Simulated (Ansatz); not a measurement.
BGaH₇NSi, SMILES `N[B]([SiH3])[GaH2]` at its PBE0-D4/def2-TZVP geometry, where that method's forces vanish. The species carries charge 0 and has multiplicity 1.

```xyz
11

N    -1.4605    0.6771    0.4271
B    -0.2359    0.1733    0.0091
Si    0.5479   -1.4355    0.9341
Ga    0.6912    1.1870   -1.5993
H    -2.0007    0.2817    1.1831
H    -1.9051    1.4792    0.0061
H     1.8816   -1.1074    1.5167
H    -0.3086   -1.9645    2.0413
H     0.7628   -2.5474   -0.0371
H    -0.0435    2.4512   -2.2223
H     2.0708    0.8053   -2.2588
```

Task: What forces (eV/Å) does r2SCAN-D4/def2-TZVPP give on these atoms in Ansatz? (Best estimate.)

Result: Computed: 
```
N1  -0.106  0.056  0.024
B2   0.188 -0.060 -0.081
Si3  0.001 -0.004  0.004
Ga4  0.020  0.026 -0.039
H5  -0.029 -0.003  0.023
H6  -0.026  0.027 -0.006
H7  -0.019 -0.013 -0.011
H8   0.016  0.001 -0.013
H9   0.003  0.016  0.020
H10  0.054 -0.082  0.036
H11 -0.103  0.035  0.043
```
